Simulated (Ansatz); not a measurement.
Start from `Cl[Si](Cl)(Cl)[GeH3]` and change one atom or group to get `Cl[Si](Cl)(Cl)[SeH]`.

Ansatz, PBE0-D4/def2-TZVP geometries, multiplicity 1. Each molecule was computed in one conformer, which needn't be the lowest.

Scalar relativity is left out up to krypton. Spin–orbit coupling is left out; it splits and shifts lone-pair levels of the heavy atoms by tenths of an eV.

| property | `Cl[Si](Cl)(Cl)[GeH3]` |
| --- | --- |
| size of the dipole moment (B3LYP/def2-TZVPP) / D | 1.47 |
| LUMO energy (PBE/def2-TZVPP) / eV | -1.31 |
| LUMO energy (PBE0/def2-TZVPP) / eV | -0.35 |
| HOMO energy (ωB97M-V/def2-TZVPP) / eV | -10.49 |
| LUMO energy (B3LYP/def2-TZVPP) / eV | -0.63 |
| LUMO energy (ωB97M-V/def2-TZVPP) / eV | 1.55 |

Problem. What does the change do to each property? (Best estimate.)

Solution. Computed: 
```csv
property,`Cl[Si](Cl)(Cl)[SeH]`,shift
size of the dipole moment (B3LYP/def2-TZVPP) / D,1.01,-0.46
LUMO energy (PBE/def2-TZVPP) / eV,-1.80,-0.49
LUMO energy (PBE0/def2-TZVPP) / eV,-0.89,-0.54
HOMO energy (ωB97M-V/def2-TZVPP) / eV,-9.87,0.62
LUMO energy (B3LYP/def2-TZVPP) / eV,-1.13,-0.50
LUMO energy (ωB97M-V/def2-TZVPP) / eV,1.11,-0.44
```

With PBE0 the HOMO rises by 0.78 eV and the LUMO falls by 0.54 eV, so the gap narrows by about 1.32 eV. PBE moves the HOMO by 0.80 eV and ωB97M-V by 0.62 eV. The zero-point energy changes by -39.7 kJ/mol with -6 modes. Dipoles are sizes alone; their direction can turn.

B3LYP here is the variant with VWN-RPA as its local correlation; programs differ in this.
